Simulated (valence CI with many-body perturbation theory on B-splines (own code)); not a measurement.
# E1 transitions of K⁵⁺

Method: relativistic CI+MBPT: four valence electrons over a frozen Dirac-Fock core [Ne], radial functions for each j: 11 s, 11 p, 10 d, 8 f, 5 g, 2 h, with the one-electron correlation potential Σ1 (screened to all orders), the two-electron term Σ2, the three-electron term Σ3, Breit, model QED; selected single and double excitations, second order for the rest, scaled by the run's own slope (own B-spline code, finite nucleus).

Set against measurement, 25 paired levels are off by 128 cm⁻¹ on average, the worst by 501. These come from a selection out of Sansonetti, J. Phys. Chem. Ref. Data 37, 7 (2008). Levels without a partner in it may be off by more. Among the levels kept, up to 940 cm⁻¹ of a level comes from second order outside the variational space, and about a tenth of that is noise between levels of different J, which matters for small intervals.

Lines 151 to 200 of 562 in falling wavelength, among levels below 70.046 eV, chosen from the strongest by gf and those to the six lowest levels. Wavelengths and rates use the calculated energies, so an error of 100 cm⁻¹ moves a line at 626.1 Å by 0.063 % and its rate by three times that or more. Electric multipoles are in the length gauge, E1 and E2 with the static RPA response of the core. Weak lines are less certain than strong ones. Lines between different terms over intervals too small for the method are left out, as are lines whose strength nearly cancels. Where a level lies close to another of its J and parity, the split of strength between their lines is uncertain. The highest levels of a list are the least certain.

Names give the largest LS component (configuration and term), which can be under half, so a name can repeat, a term be missing and a line seem to break the LS rules; names also repeat where a configuration has a term twice. Letters in brackets count levels of one name in rising energy.

```
λ vac (Å)  λ from measured levels               Upper               Lower   A (s⁻¹)  S (a.u.)
    632.5                             3s 3p2 4p 3D°_3  3s 3p2 3d 3D_3 [b]  5.16e+08  4.52e-01
    627.0                              3s 3p2 3d 3G_5     3s2 3p 3d 3F°_4  1.97e+09  2.64e+00
    626.1                   625.4        3s 3p3 1D°_2        3s2 3p2 1D_2  1.35e+09  8.17e-01
    622.8                   623.0        3s 3p3 3P°_1        3s2 3p2 3P_2  4.10e+08  1.47e-01
    622.8                   623.0        3s 3p3 3P°_2        3s2 3p2 3P_2  8.71e+08  5.19e-01
    622.1                              3s 3p2 3d 3G_4     3s2 3p 3d 3F°_3  1.92e+09  2.05e+00
    618.7                              3s 3p2 3d 3G_3     3s2 3p 3d 3F°_2  1.91e+09  1.56e+00
    616.0                   616.2        3s 3p3 3P°_0        3s2 3p2 3P_1  1.17e+09  1.34e-01
    615.9                   616.1        3s 3p3 3P°_1        3s2 3p2 3P_1  3.56e+08  1.23e-01
    615.9                   616.1        3s 3p3 3P°_2        3s2 3p2 3P_1  2.36e+08  1.36e-01
    611.6                   611.9        3s 3p3 3P°_1        3s2 3p2 3P_0  3.82e+08  1.29e-01
    610.0                            3p3 3d 3F°_4 [a]  3s 3p2 3d 3F_4 [a]  1.17e+09  1.18e+00
    609.3                                    3p4 3P_2        3s 3p3 3D°_3  1.68e+09  9.39e-01
    609.2                            3p3 3d 3F°_3 [a]  3s 3p2 3d 3F_3 [a]  9.51e+08  7.43e-01
    608.6                            3p3 3d 3F°_2 [a]  3s 3p2 3d 3F_2 [a]  9.82e+08  5.46e-01
    604.1                            3p3 3d 3D°_3 [a]  3s 3p2 3d 3F_4 [a]  1.02e+09  7.76e-01
    602.2                                    3p4 3P_1        3s 3p3 3D°_2  1.49e+09  4.81e-01
    601.5                          3s 3p2 3d 3F_3 [c]     3s2 3p 3d 3D°_2  2.42e+09  1.82e+00
    601.2                          3s 3p2 3d 3F_2 [c]     3s2 3p 3d 3D°_1  2.35e+09  1.26e+00
    601.0                              3s2 3p 4p 1D_2     3s2 3p 3d 1F°_3  2.97e+09  1.59e+00
    600.9                          3s 3p2 3d 3F_4 [c]     3s2 3p 3d 3D°_3  2.83e+09  2.73e+00
    600.8                            3p3 3d 3D°_2 [a]  3s 3p2 3d 3F_3 [a]  6.31e+08  3.37e-01
    598.1                            3p3 3d 3F°_4 [b]  3s 3p2 3d 3D_3 [a]  1.12e+09  1.07e+00
    597.4                            3p3 3d 3F°_3 [b]  3s 3p2 3d 3D_2 [a]  1.09e+09  8.02e-01
    596.4                            3p3 3d 3F°_2 [b]  3s 3p2 3d 3D_1 [a]  1.04e+09  5.42e-01
    586.5                          3s 3p2 3d 1P_1 [b]     3s2 3p 3d 1P°_1  1.35e+09  4.03e-01
    581.2                            3p3 3d 3P°_2 [b]  3s 3p2 3d 3D_3 [a]  1.73e+09  8.39e-01
    576.6                            3p3 3d 3P°_1 [b]  3s 3p2 3d 3D_2 [a]  1.87e+09  5.31e-01
    574.9                              3s2 3p 4p 1S_0     3s2 3p 3d 1P°_1  5.25e+09  4.92e-01
    571.3                   571.6        3s 3p3 3S°_1        3s2 3p2 1S_0  5.25e+07  1.45e-02
    568.3                            3p3 3d 3F°_4 [b]      3s 3p2 3d 3G_5  2.24e+09  1.82e+00
    567.6                            3p3 3d 3F°_3 [b]      3s 3p2 3d 3G_4  2.16e+09  1.36e+00
    566.8                            3p3 3d 3F°_2 [b]      3s 3p2 3d 3G_3  2.27e+09  1.02e+00
    566.4                              3s2 3p 4p 1P_1     3s2 3p 3d 1D°_2  1.06e+09  2.85e-01
    565.3                                3p3 3d 3G°_5  3s 3p2 3d 3F_4 [a]  8.78e+08  8.60e-01
    563.5                              3s2 3p 4p 3D_2     3s2 3p 3d 3D°_2  8.16e+08  3.60e-01
    563.2                                3p3 3d 3G°_4  3s 3p2 3d 3F_3 [a]  8.34e+08  6.62e-01
    561.8                                3p3 3d 3G°_3  3s 3p2 3d 3F_2 [a]  8.27e+08  5.07e-01
    560.1                              3s2 3p 4p 3D_3     3s2 3p 3d 3D°_3  1.68e+09  1.02e+00
    553.7                   554.1        3s 3p3 1P°_1        3s2 3p2 1S_0  1.09e+09  2.74e-01
    545.2                          3s 3p2 3d 3D_3 [d]     3s2 3p 3d 3D°_3  9.18e+08  5.14e-01
    544.9                              3s2 3p 4p 3P_2     3s2 3p 3d 3D°_2  1.88e+09  7.51e-01
    544.4                          3s 3p2 3d 3D_2 [d]     3s2 3p 3d 3D°_3  1.35e+09  5.37e-01
    542.0                              3s2 3p 4p 3D_2     3s2 3p 3d 3P°_1  7.35e+08  2.89e-01
    541.8                          3s 3p2 3d 3D_1 [d]     3s2 3p 3d 3D°_1  1.74e+09  4.09e-01
    540.9                                3p3 3d 5D°_3      3s 3p2 3d 5D_4  1.10e+09  6.01e-01
    540.6                                3p3 3d 5D°_4      3s 3p2 3d 5D_4  2.74e+09  1.92e+00
    539.9                                3p3 3d 5D°_2      3s 3p2 3d 5D_3  1.89e+09  7.35e-01
    539.7                                3p3 3d 5D°_3      3s 3p2 3d 5D_3  1.59e+09  8.65e-01
    539.4                                3p3 3d 5D°_4      3s 3p2 3d 5D_3  6.55e+08  4.57e-01
```
